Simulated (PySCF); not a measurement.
Sn(H)2(F)(Br), H2BrFSn, SMILES [F][SnH2][Br], CAM-B3LYP/def2-SVP optimised geometry.

```
5

Sn    -0.96    -0.26     0.00
F     -1.49    -1.00    -1.70
Br     1.52    -0.26     0.00
H     -1.52    -1.35     1.18
H     -1.52     1.35     0.00
```

Density from CAM-B3LYP/def2-TZVP, def2 effective core potentials past Kr in PySCF at that geometry. The core electrons that the potentials of Sn replace are not part of the density.

Minimum of the electron density along straight lines between bonded atoms, close to the bond critical point (lines longer than 1.1 times the sum of covalent radii, or with two minima, are not listed):

```csv
bond,length / Å,ρ at the minimum / e bohr⁻³,∇²ρ there / e bohr⁻⁵,position (fraction from the first atom)
Sn1–F2,1.930,0.119,[?],0.52
Sn1–Br3,2.478,[?],[?],0.47
Sn1–H4,1.698,0.118,0.05,0.63
Sn1–H5,1.698,0.118,0.05,0.63
```

### Question
Some entries are withheld; supply them.

### Answer

- Sn1–F2, ∇²ρ there / e bohr⁻⁵: 0.58
- Sn1–Br3, ρ at the minimum / e bohr⁻³: 0.079
- Sn1–Br3, ∇²ρ there / e bohr⁻⁵: 0.11
